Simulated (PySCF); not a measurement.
# Levels of Hf(43+) from EOM-EA-GCCSD

Reference: closed-shell Hf(44+), [Ar] 3d10; one electron is added. Calculated with PySCF 2.14, two-component X2C-1e with screened spin-orbit coupling, an even-tempered Gaussian basis (18 s from 3.5 bohr⁻², ratio 2.6; 15 p from 4.6 bohr⁻², ratio 2.6; 10 d from 4.6 bohr⁻², ratio 2.6; 5 f from 4.7 bohr⁻², ratio 2.8); frozen [Ar]; the 98 highest virtual spinors dropped; of the others 70 kept and the rest restored at second order. No Breit or QED terms. Binding energies in eV.

```csv
level,Koopmans,second order,EOM-CCSD
4s1/2,2218.0,2219.4,2219.4
4p1/2,2124.1,2125.5,2125.5
4p3/2,2033.5,2034.7,2034.7
```

Electric-dipole lines between these computed levels:

| lower | upper | ΔE (eV) | vacuum wavelength (nm) |
| --- | --- | --- | --- |
| 4s1/2 | 4p1/2 | 93.914 | 13.20 |
| 4s1/2 | 4p3/2 | 184.71 | 6.712 |

For comparison, the ionisation energy of Hf(43+) is 2218.9 ± 1.1 eV (semi-empirical (NIST evaluation); NIST Atomic Spectra Database, ionization energies).
